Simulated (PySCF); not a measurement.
## Working out the ionisation energy of O⁺

O⁺ [He] 2s2 2p3 (4S) → O²⁺ [He] 2s2 2p2 (3P). Computed with PySCF 2.14 in aug-cc-pVDZ-DK, with scalar relativity by spin-free X2C-1e. Frozen: 1s2. Energies in hartree (1 hartree = 27.21139 eV):

```csv
part,O⁺ (lower),O²⁺ (upper)
UHF,-74.405878,-73.136229
CCSD correlation,-0.088218,-0.078975
(T),-0.000786,-0.000658
```

**Question.** What does Hartree-Fock give?

**Answer.** (-73.136229) − (-74.405878) = 1.269649 hartree = 34.549 eV.

**Question.** What do CCSD and CCSD(T) give?

**Answer.** The CCSD correlation energies differ by 0.009243 hartree = 0.252 eV and the triples by 0.000128 hartree = 0.003 eV, so CCSD gives 34.801 eV and CCSD(T) 34.804 eV.

Reference: 35.121 eV (measured; NIST Atomic Spectra Database, ionization energies), between the lowest levels; spin-orbit coupling is absent from the calculation.

A double-zeta basis recovers only part of the correlation energy.

What remains against the reference includes basis incompleteness, the frozen core and higher excitations.
